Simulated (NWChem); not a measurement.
System: CH₇BN₂; SMILES CB(N)N

The following NWChem deck was run.

```
start job
memory heap 200 mb stack 900 mb global 1100 mb
geometry units angstroms
  B      0.016108     0.017690    -0.001917
  C     -1.193760    -1.018871    -0.045685
  H     -0.901281    -1.944527    -0.536510
  H     -2.048662    -0.638476    -0.598658
  H     -1.521208    -1.285265     0.956742
  N     -0.099010     1.280053    -0.606141
  H      0.634627     1.966336    -0.603378
  H     -0.924869     1.587292    -1.085138
  N      1.211741    -0.330638     0.648968
  H      2.008488     0.277438     0.713238
  H      1.352432    -1.215916     1.098795
end
basis spherical
  * library def2-svp
end
dft
  xc pbe0
  iterations 150
end
driver
  maxiter 120
end
task dft optimize
task dft freq
```

Parts of the log:

```
             Northwest Computational Chemistry Package (NWChem) 7.3.0
             --------------------------------------------------------

 C1  symmetry detected

                             Geometry "geometry" -> ""
                             -------------------------

 Output coordinates in angstroms (scale by  1.889725989 to convert to a.u.)

  No.       Tag          Charge          X              Y              Z
 ---- ---------------- ---------- -------------- -------------- --------------
    1 B                    5.0000    -0.00254649     0.05312965     0.00007618
    2 C                    6.0000    -0.05866444    -1.53966692     0.00226603
    3 H                    1.0000     0.44228341    -1.95223955    -0.87073297
    4 H                    1.0000    -1.07621349    -1.92086450    -0.02261888
    5 H                    1.0000     0.44319820    -1.95069235     0.87532951
    6 N                    7.0000    -1.18392971     0.81222932     0.00078649
    7 H                    1.0000    -1.19892019     1.81671452     0.00091497
    8 H                    1.0000    -2.10001188     0.40397657     0.00120441
    9 N                    7.0000     1.24031821     0.70872779    -0.00053122
   10 H                    1.0000     1.34302496     1.70779916     0.00020644
   11 H                    1.0000     2.11663863     0.22095968    -0.00006743

 Effective nuclear repulsion energy (a.u.)     116.3129192539

                                Z-matrix (autoz)
                                --------

 Units are Angstrom for bonds and degrees for angles

[...]

      ----------------------
      Optimization converged
      ----------------------

  Step       Energy      Delta E   Gmax     Grms     Xrms     Xmax
  ---- ---------------- -------- -------- -------- -------- --------
@    6    -176.42900687 -3.3D-08  0.00002  0.00001  0.00011  0.00032
                                     ok       ok       ok       ok

                                Z-matrix (autoz)
                                --------

 Units are Angstrom for bonds and degrees for angles

[...]

 Rotational Constants
 --------------------
 A=   0.289377 cm-1  (  0.416339 K)
 B=   0.264484 cm-1  (  0.380524 K)
 C=   0.141849 cm-1  (  0.204085 K)

 Temperature                      =   298.15K
 frequency scaling parameter      =   1.0000

 Zero-Point correction to Energy  =   59.170 kcal/mol  (  0.094294 au)
 Thermal correction to Energy     =   62.553 kcal/mol  (  0.099685 au)
 Thermal correction to Enthalpy   =   63.145 kcal/mol  (  0.100628 au)

 Total Entropy                    =   70.487 cal/mol-K
   - Translational                =   38.081 cal/mol-K (mol. weight =  58.0702)
   - Rotational                   =   24.500 cal/mol-K (symmetry #  =        1)
   - Vibrational                  =    7.906 cal/mol-K

 Cv (constant volume heat capacity) =   19.617 cal/mol-K
   - Translational                  =    2.979 cal/mol-K
   - Rotational                     =    2.979 cal/mol-K
   - Vibrational                    =   13.658 cal/mol-K

[normal modes left out]

 ----------------------------------------------------------------------------
 Normal Eigenvalue ||           Projected Infra Red Intensities
  Mode   [cm**-1]  || [atomic units] [(debye/angs)**2] [(KM/mol)] [arbitrary]
 ------ ---------- || -------------- ----------------- ---------- -----------
    1      -25.837 ||    0.001844           0.043         1.797       0.507
    2       -0.000 ||    0.000436           0.010         0.425       0.120
    3       -0.000 ||    0.000724           0.017         0.706       0.199
    4       -0.000 ||    0.000010           0.000         0.009       0.003
    5        0.000 ||    0.000164           0.004         0.160       0.045
    6        0.000 ||    0.000172           0.004         0.167       0.047
    7        0.000 ||    0.000123           0.003         0.120       0.034
    8      295.561 ||    0.010752           0.248        10.482       2.959
    9      329.574 ||    0.000017           0.000         0.016       0.005
   10      359.698 ||    0.374934           8.650       365.505     103.168
   11      381.045 ||    0.000395           0.009         0.385       0.109
   12      435.738 ||    0.000422           0.010         0.411       0.116
   13      454.144 ||    0.004259           0.098         4.152       1.172
   14      599.600 ||    0.004112           0.095         4.008       1.131
   15      759.732 ||    0.000043           0.001         0.042       0.012
   16      807.608 ||    0.000011           0.000         0.011       0.003
   17      893.092 ||    0.013025           0.300        12.697       3.584
   18      893.194 ||    0.002025           0.047         1.974       0.557
   19      925.097 ||    0.004671           0.108         4.553       1.285
   20     1259.815 ||    0.014731           0.340        14.361       4.054
   21     1364.282 ||    0.147971           3.414       144.249      40.716
   22     1396.495 ||    0.130094           3.001       126.822      35.797
   23     1441.324 ||    0.004200           0.097         4.094       1.156
   24     1457.065 ||    0.007972           0.184         7.772       2.194
   25     1596.696 ||    0.056797           1.310        55.368      15.628
   26     1603.823 ||    0.281490           6.494       274.410      77.456
   27     3049.375 ||    0.006909           0.159         6.735       1.901
   28     3134.092 ||    0.012911           0.298        12.587       3.553
   29     3149.269 ||    0.023225           0.536        22.641       6.391
   30     3650.478 ||    0.039758           0.917        38.758      10.940
   31     3653.553 ||    0.010254           0.237         9.996       2.821
   32     3759.007 ||    0.022902           0.528        22.326       6.302
   33     3760.564 ||    0.021935           0.506        21.383       6.036
 ----------------------------------------------------------------------------

 ===============================================================================
      Negative Nuclear Hessian Mode    1  Eigenvalue =    -25.84 cm**(-1)
 -------------------------------------------------------------------------------
   Raw step length:  0.516 angstroms ;  The Raw step for this mode is:
    1 B                    5.0000     0.00007605     0.00000699    -0.00794863
    2 C                    6.0000    -0.00002048     0.00000302    -0.00030796
    3 H                    1.0000     0.25249875    -0.02790243     0.16295721
    4 H                    1.0000     0.00202469     0.00062897    -0.27963004
    5 H                    1.0000    -0.25559949     0.02724755     0.15907408
    6 N                    7.0000     0.00002178    -0.00010704     0.02081279
    7 H                    1.0000    -0.00002013    -0.00014829     0.04653069
    8 H                    1.0000     0.00003981    -0.00015151     0.02913707
    9 N                    7.0000     0.00001190     0.00010746    -0.02049714
   10 H                    1.0000    -0.00002134     0.00004515     0.00765296
   11 H                    1.0000     0.00002306     0.00016246    -0.03961127

  Geometry after  100.0% step for mode  1; Step length =  0.516 angstroms
   Maximum component (any atom: x,y, or z) displacement:  0.528
    1 B                    5.0000    -0.00284571     0.06049716    -0.00913072
    2 C                    6.0000    -0.06280191    -1.52792081    -0.00352264
    3 H                    1.0000     0.70998998    -1.96907327    -0.72059087
    4 H                    1.0000    -1.08775780    -1.92360904    -0.29133041
    5 H                    1.0000     0.18793562    -1.91532374     1.04366725
    6 N                    7.0000    -1.20255320     0.81598059     0.02119169
    7 H                    1.0000    -1.23955064     1.82567195     0.04833471
    8 H                    1.0000    -2.11180092     0.37925583     0.02932152
    9 N                    7.0000     1.26004901     0.70833076    -0.02119754
   10 H                    1.0000     1.38476201     1.71062344     0.00948857
   11 H                    1.0000     2.12878536     0.19553282    -0.04122828

  Geometry after -100.0% step for mode  1; Step length =  0.516 angstroms
   Maximum component (any atom: x,y, or z) displacement:  0.528
    1 B                    5.0000    -0.00299780     0.06048318     0.00676654
    2 C                    6.0000    -0.06276094    -1.52792684    -0.00290671
    3 H                    1.0000     0.20499248    -1.91326841    -1.04650529
    4 H                    1.0000    -1.09180719    -1.92486699     0.26792968
    5 H                    1.0000     0.69913460    -1.96981883     0.72551910
    6 N                    7.0000    -1.20259676     0.81619468    -0.02043388
    7 H                    1.0000    -1.23951038     1.82596852    -0.04472667
    8 H                    1.0000    -2.11188055     0.37955885    -0.02895263
    9 N                    7.0000     1.26002522     0.70811584     0.01979674
   10 H                    1.0000     1.38480470     1.71053314    -0.00581735
   11 H                    1.0000     2.12873924     0.19520789     0.03799427

  Geometry after   50.0% step for mode  1; Step length =  0.258 angstroms
   Maximum component (any atom: x,y, or z) displacement:  0.264
    1 B                    5.0000    -0.00288373     0.06049367    -0.00515641
    2 C                    6.0000    -0.06279167    -1.52792232    -0.00336866
    3 H                    1.0000     0.58374060    -1.95512206    -0.80206947
    4 H                    1.0000    -1.08877015    -1.92392353    -0.15151539
    5 H                    1.0000     0.31573536    -1.92894752     0.96413021
    6 N                    7.0000    -1.20256409     0.81603411     0.01078530
    7 H                    1.0000    -1.23954057     1.82574609     0.02506936
    8 H                    1.0000    -2.11182083     0.37933159     0.01475298
    9 N                    7.0000     1.26004306     0.70827703    -0.01094897
   10 H                    1.0000     1.38477268     1.71060087     0.00566209
   11 H                    1.0000     2.12877383     0.19545158    -0.02142264

  Geometry after  -50.0% step for mode  1; Step length =  0.258 angstroms
   Maximum component (any atom: x,y, or z) displacement:  0.264
    1 B                    5.0000    -0.00295978     0.06048668     0.00279222
    2 C                    6.0000    -0.06277118    -1.52792533    -0.00306070
    3 H                    1.0000     0.33124186    -1.92721962    -0.96502669
    4 H                    1.0000    -1.09079484    -1.92455250     0.12811466
    5 H                    1.0000     0.57133485    -1.95619506     0.80505613
    6 N                    7.0000    -1.20258587     0.81614116    -0.01002749
    7 H                    1.0000    -1.23952045     1.82589438    -0.02146133
    8 H                    1.0000    -2.11186064     0.37948310    -0.01438409
    9 N                    7.0000     1.26003117     0.70816957     0.00954817
   10 H                    1.0000     1.38479402     1.71055572    -0.00199087
   11 H                    1.0000     2.12875077     0.19528912     0.01818863

  Geometry after   37.8% step for mode  1; Step length =  0.195 angstroms
   Maximum component (any atom: x,y, or z) displacement:  0.200
    1 B                    5.0000    -0.00289297     0.06049282    -0.00419052
    2 C                    6.0000    -0.06278918    -1.52792268    -0.00333124
    3 H                    1.0000     0.55305792    -1.95173146    -0.82187141
    4 H                    1.0000    -1.08901618    -1.92399996    -0.11753581
    5 H                    1.0000     0.34679483    -1.93225853     0.94480014
    6 N                    7.0000    -1.20256674     0.81604712     0.00825621
    7 H                    1.0000    -1.23953813     1.82576411     0.01941513
    8 H                    1.0000    -2.11182567     0.37935000     0.01121236
    9 N                    7.0000     1.26004162     0.70826398    -0.00845824
   10 H                    1.0000     1.38477528     1.71059538     0.00473213
   11 H                    1.0000     2.12877103     0.19543184    -0.01660923

  Geometry after  -37.8% step for mode  1; Step length =  0.195 angstroms
   Maximum component (any atom: x,y, or z) displacement:  0.200
    1 B                    5.0000    -0.00295054     0.06048753     0.00182634
    2 C                    6.0000    -0.06277367    -1.52792497    -0.00309812
    3 H                    1.0000     0.36192454    -1.93061022    -0.94522475
    4 H                    1.0000    -1.09054881    -1.92447607     0.09413509
    5 H                    1.0000     0.54027538    -1.95288404     0.82438621
    6 N                    7.0000    -1.20258322     0.81612815    -0.00749840
    7 H                    1.0000    -1.23952289     1.82587636    -0.01580709
    8 H                    1.0000    -2.11185580     0.37946469    -0.01084346
    9 N                    7.0000     1.26003261     0.70818263     0.00705744
   10 H                    1.0000     1.38479143     1.71056121    -0.00106091
   11 H                    1.0000     2.12875357     0.19530886     0.01337522

  Geometry after   18.9% step for mode  1; Step length =  0.098 angstroms
   Maximum component (any atom: x,y, or z) displacement:  0.100
    1 B                    5.0000    -0.00290736     0.06049149    -0.00268631
    2 C                    6.0000    -0.06278530    -1.52792325    -0.00327296
    3 H                    1.0000     0.50527457    -1.94645115    -0.85270975
    4 H                    1.0000    -1.08939934    -1.92411899    -0.06461809
    5 H                    1.0000     0.39516497    -1.93741491     0.91469666
    6 N                    7.0000    -1.20257086     0.81606738     0.00431756
    7 H                    1.0000    -1.23953432     1.82579217     0.01060958
    8 H                    1.0000    -2.11183320     0.37937867     0.00569840
    9 N                    7.0000     1.26003937     0.70824364    -0.00457932
   10 H                    1.0000     1.38477931     1.71058684     0.00328387
   11 H                    1.0000     2.12876666     0.19540110    -0.00911312

  Geometry after  -18.9% step for mode  1; Step length =  0.098 angstroms
   Maximum component (any atom: x,y, or z) displacement:  0.100
    1 B                    5.0000    -0.00293615     0.06048885     0.00032212
    2 C                    6.0000    -0.06277755    -1.52792440    -0.00315640
    3 H                    1.0000     0.40970788    -1.93589053    -0.91438642
    4 H                    1.0000    -1.09016565    -1.92435705     0.04121736
    5 H                    1.0000     0.49190524    -1.94772767     0.85448969
    6 N                    7.0000    -1.20257910     0.81610789    -0.00355974
    7 H                    1.0000    -1.23952670     1.82584830    -0.00700154
    8 H                    1.0000    -2.11184827     0.37943601    -0.00532951
    9 N                    7.0000     1.26003486     0.70820297     0.00317852
   10 H                    1.0000     1.38478739     1.71056975     0.00038735
   11 H                    1.0000     2.12875793     0.19533961     0.00587911
```

Level: PBE0/def2-SVP. The optimisation ended at a saddle point (imaginary frequency).
